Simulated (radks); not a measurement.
Problem. The mean radii <r> (bohr) of the occupied orbitals of an atom or ion are listed with their occupations. Calculated with a radial shooting solver on a logarithmic mesh with Libxc functionals: non-relativistic Kohn-Sham, PBE, spin-polarised, spherical densities, point nucleus.

orbital  occ.      <r>
1s up       1  0.05477
1s down     1  0.05474
2s up       1   0.2405
2s down     1   0.2409
2p up       3   0.2081
2p down     2   0.2086

Name the element and its charge. Open shells, if any, are filled with parallel spins first.

Solution. Z = 28, nickel, charge +19: Ni19+ in [He] 2s2 2p5. The 1s radius gives Z: for a bare nucleus <r> = 1.5/Z, 0.05357 bohr for Z = 28, and screening makes it slightly larger (0.05477 here). The occupations add up to 9, and the charge is Z minus that.
